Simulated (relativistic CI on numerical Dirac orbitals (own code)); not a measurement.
**Pt⁴⁺: sensitivity of the levels to the model**

Base calculation: Dirac-Coulomb-Breit CI, KLI orbitals optimised for each configuration, model QED, valence Slater integrals scaled by 0.85, P86 correlation energy added to each configuration.

Configurations in the expansion (outside the closed core [Kr] 4d10 4f14): 5s2 5p6 5d6, 5s2 5p6 5d5 6s, 5s2 5p6 5d5 6p, 5s2 5p6 5d5 5f, 5s2 5p6 5d5 5g, 5s2 5p6 5d5 7s, 5s2 5p6 5d4 6s 6p, 5s2 5p6 5d5 6d, 5s2 5p5 5d7, 5s2 5p6 5d5 7p, 5s2 5p6 5d5 7d, 5s2 5p6 5d5 8s, 5s2 5p6 5d5 6f, 5s2 5p6 5d5 8p, 5s2 5p6 5d5 8d, 5s2 5p6 5d4 5f 6s, 5s2 5p6 5d4 6p 6d, 5s 5p6 5d7, 5s2 5p6 5d4 6s2, 5s2 5p6 5d3 6s2 6p, 5s2 5p6 5d3 5f 6s2, 5s2 5p6 5d3 5g 6s2, 5s2 5p6 5d3 6s2 7s, 5s2 5p6 5d3 6s2 6d. Double excitations out of closed p, d and f shells are left out; levels of such configurations are missing from the list, as are those of other unlisted configurations, and high levels can miss mixing partners.

The lowest level and the first level of each name with at least 55 % of one term (blank where a level has no safe partner in the second run):

| Level | Base (cm⁻¹) | Shift (cm⁻¹) |
| --- | --- | --- |
| 5s2 5p6 5d6 5D_4 | 0.0 | 0.0 |
| 5s2 5p6 5d6 5D_2 | 5845.0 | +189.0 |
| 5s2 5p6 5d6 5D_3 | 7058.6 | +57.1 |
| 5s2 5p6 5d6 5D_1 | 10096.0 | +152.4 |
| 5s2 5p6 5d6 5D_0 | 10178.0 | +175.9 |
| 5s2 5p6 5d6 3H_6 | 21104.8 | -207.5 |
| 5s2 5p6 5d6 3F_2 | 24976.6 | +347.3 |
| 5s2 5p6 5d6 1S_0 | 29095.0 | +186.3 |
| 5s2 5p6 5d6 3D_1 | 30934.3 | +296.6 |
| 5s2 5p6 5d6 3G_4 | 31990.8 | +54.6 |
| 5s2 5p6 5d6 3D_2 | 32155.1 | +289.7 |
| 5s2 5p6 5d6 3D_3 | 34171.2 | +237.1 |
| 5s2 5p6 5d6 3G_3 | 35505.6 | +145.8 |
| 5s2 5p6 5d6 1I_6 | 37385.5 | -234.4 |
| 5s2 5p6 5d6 3P_0 | 38464.3 | +726.8 |
| 5s2 5p6 5d6 3P_1 | 39618.9 | +561.7 |
| 5s2 5p6 5d6 1F_3 | 40576.2 | +342.4 |
| 5s2 5p6 5d6 1G_4 | 43142.7 | +83.1 |
| 5s2 5p6 5d6 1D_2 | 44553.6 | +700.8 |
| 5s2 5p6 5d6 3F_4 | 53256.2 | +241.9 |
| 5s2 5p6 5d6 3P_2 | 60481.8 | +656.5 |
| 5s2 5p6 5d5 6s 7S_3 | 69309.0 | -515.0 |

At this charge configurations can still be misplaced by up to about 7 % of their energy. Levels and lines within the n = 5 or 6 shells can be off by up to 10 % or somewhat more, and those that change n by about 2 %, since core polarisation is missing.

**Question.** One thing was changed in a second run, which moved the levels as shown. Which?
A. non-relativistic limit
B. Slater integrals left unscaled
C. Breit term removed
D. self-excluded LDA correlation estimate
E. QED terms removed
F. only the first 3 configurations

**Answer.** F. Only the first 3 configurations. With fewer configurations the levels that remain lose their mixing partners.

LS names give the leading component of a level, which can be under half, so a name can repeat, a term be missing and a line seem to break the LS rules.
